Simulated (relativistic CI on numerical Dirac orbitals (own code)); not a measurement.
# Energy levels of Ru XXXVI

Computed by Dirac-Coulomb-Breit CI, separate exchange-only KLI orbitals for each configuration, QED by a radiative potential, unscaled Slater integrals (own radial code, finite nucleus).

Configuration list (outside the closed core 1s2): 2s2 2p5, 2s 2p6, 2p6 3s, 2p6 3p, 2p6 3d, 2s2 2p4 3s, 2s2 2p4 3p, 2s2 2p4 3d, 2s 2p5 3s, 2s 2p5 3p, 2s 2p5 3d, 2s2 2p4 4s, 2s2 2p4 4p, 2s2 2p4 4d, 2s2 2p4 4f, 2s 2p5 4s, 2s 2p5 4p, 2s 2p5 4d, 2s 2p5 4f, 2s2 2p3 3s2, 2s2 2p4 5s, 2s2 2p3 3s 3p, 2s2 2p4 5p, 2s2 2p4 5d, 2s2 2p4 5f, 2s2 2p4 5g, 2s2 2p3 3p2, 2s2 2p3 3s 3d, 2s2 2p3 3p 3d, 2s 2p4 3s2, 2s2 2p3 3d2, 2s 2p4 3s 3p, 2s 2p5 5s, 2s 2p4 3p2, 2s 2p4 3s 3d, 2s 2p5 5p. Levels of other configurations are missing.

The lowest level is 2s2 2p5 2P°_3/2, with 100 % of that term; Hund's rules for 2s2 2p5 give 2P° with J = 3/2, in agreement.

```
No.  Configuration  Term    J   E (eV)    %  Next component (%)
  1        2s2 2p5   2P°  3/2     0.00  100                    
  2        2s2 2p5   2P°  1/2   135.07  100                    
  3         2s 2p6    2S  1/2   369.71  100                    
  4     2p4(3P) 3s    4P  5/2  2735.37   74               25 2D
  5     2p4(3P) 3s    2P  3/2  2741.41   59               28 2D
  6     2p4(1S) 3s    2S  1/2  2765.52   57               30 4P
  7     2p4(3P) 3p   4P°  3/2  2800.04   37              24 2P°
  8     2p4(3P) 3p   2D°  5/2  2802.52   34              30 4D°
  9     2p4(1S) 3p   2P°  1/2  2826.27   74              13 4D°
 10     2p4(3P) 3p   2D°  5/2  2836.22   48              42 4P°
 11     2p4(3P) 3p   4D°  7/2  2837.09   73              26 2F°
 12     2p4(1D) 3p   2P°  1/2  2839.92   41              40 2S°
 13     2p4(3P) 3p   2P°  3/2  2859.75   38              32 2D°
 14     2p4(3P) 3s    4P  3/2  2867.59   84               14 2P
 15     2p4(1S) 3p   2P°  3/2  2870.47   57              22 4D°
 16     2p4(3P) 3s    2P  1/2  2872.66   66               33 4P
 17     2p4(1D) 3s    2D  5/2  2883.03   74               25 4P
 18     2p4(1D) 3s    2D  3/2  2885.67   71               27 2P
 19     2p4(3P) 3d    4D  3/2  2914.01   37               28 2D
 20     2p4(3P) 3d    4D  5/2  2914.44   48               17 2D
 21     2p4(1D) 3d    2P  1/2  2916.59   42               36 4P
 22     2p4(3P) 3d    4F  7/2  2917.29   36               24 4D
 23     2p4(3P) 3d    2F  7/2  2922.89   58               29 4D
 24     2p4(3P) 3d    4F  9/2  2923.70   73               27 2G
 25     2p4(3P) 3p   4P°  1/2  2930.65   57              23 4D°
 26     2p4(3P) 3d    2P  1/2  2931.71   42               32 4P
 27     2p4(3P) 3p   4D°  3/2  2936.02   49              28 2P°
 28     2p4(3P) 3d    2D  3/2  2937.38   51               28 4P
 29     2p4(3P) 3d    2D  5/2  2943.39   43               32 2F
 30     2p4(1D) 3p   2F°  5/2  2947.76   57              30 2D°
```

Energies count from the lowest computed level; ° marks odd parity. Percentages are summed over parent terms; the parents shown are those of the largest component, closed shells are left out there.

The mean weight of the leading LS term, summed over parents, in these 30 levels is 59 %, and that of the leading jj configuration (from the same eigenvectors) 94 %, so jj coupling describes them better and the LS labels are nominal.

At this charge energies of transitions that change n are usually good to better than 1 %, and those within a shell (Δn = 0) to a few per cent.

LS names give the leading component of a level, which can be under half, so a name can repeat, a term be missing and a line seem to break the LS rules.
